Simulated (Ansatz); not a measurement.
Reaction (formal loss of a carbene): `C[O][Sc]([OH])[OH]` → `[CH2]` (triplet) + `[OH][Sc]([OH])[OH]`

Computed with Ansatz on PBE0-D4/def2-TZVP structures; ΔE is electronic, products minus reactants. CCSD(T)/CBS adds triple-zeta CCSD(T) − MP2 to the extrapolated MP2 energy (def2 sets, frozen cores). This one scheme is used for every species. Functionals use def2-TZVPP. B3LYP here is the variant with VWN-RPA as its local correlation; programs differ in this. HSE06 is defined as in plane-wave codes. Triplets are unrestricted, without spin–orbit coupling. For Sc outer-core shells are correlated without core-valence functions, which leaves a few kJ/mol of doubt a bond. Scalar relativity is left out up to krypton. Each species was taken in one conformer, which may not be the lowest.

```csv
level,ΔE (kJ/mol),difference from CCSD(T)/CBS
LDA (SPW92),461.3,76.3
PBE-D4,395.7,10.7
revPBE-D4,381.5,-3.5
BLYP-D4,386.1,1.1
r2SCAN-D4,365.9,-19.1
B97M-V,390.2,5.2
PBE0-D4,384.8,-0.2
B3LYP-D4,384.4,-0.6
r2SCANh-D4,363.3,-21.7
r2SCAN0-D4,359.8,-25.2
HSE06-D4,385.4,0.4
CAM-B3LYP-D4,387.9,2.9
ωB97X-V,398.7,13.7
ωB97M-V,387.5,2.5
B2PLYP,380.6,-4.4
PBE,391.4,6.4
revPBE,367.8,-17.2
BLYP,376.8,-8.2
r2SCAN,364.6,-20.4
PBE0,381.0,-4.0
r2SCANh,361.9,-23.1
r2SCAN0,358.4,-26.6
HSE06,381.8,-3.2
BHLYP,366.7,-18.3
CAM-B3LYP,384.1,-0.9
LC-ωPBE,374.5,-10.5
RPA@PBE/def2-TZVPP,374.4,-10.6
HF/def2-SVP,270.0,-115.0
MP2/def2-SVP,390.8,5.8
CCSD/def2-SVP,378.8,-6.2
CCSD(T)/def2-SVP,387.5,2.5
MP2/def2-TZVPP,383.0,-2.0
SCS-MP2/def2-TZVPP,388.6,3.6
CCSD/def2-TZVPP,364.8,-20.2
CCSD(T)/def2-TZVPP,375.7,-9.3
HF/def2-QZVPP,249.3,-135.7
MP2/def2-QZVPP,388.5,3.5
HF/CBS(def2),249.4,-135.6
MP2/CBS(def2),392.2,7.2
CCSD/CBS(def2),374.0,-11.0
CCSD(T)/CBS,385.0,0
```

Largest T1 diagnostic among the species: 0.016.

In def2-TZVPP, CCSD(T) changes the Hartree–Fock value by +127.0 kJ/mol (the triples alone add +10.9 kJ/mol) and MP2 by +134.2 kJ/mol. From BLYP to BHLYP (50 % exact exchange), in def2-TZVPP and without D4, ΔE moves by −10.1 kJ/mol. Leaving LDA and LC-ωPBE aside and taking each functional with its dispersion term where it has one, the values spread over 38.9 kJ/mol, from r2SCAN0-D4 to ωB97X-V. LDA lies +69.9 kJ/mol from PBE without D4.
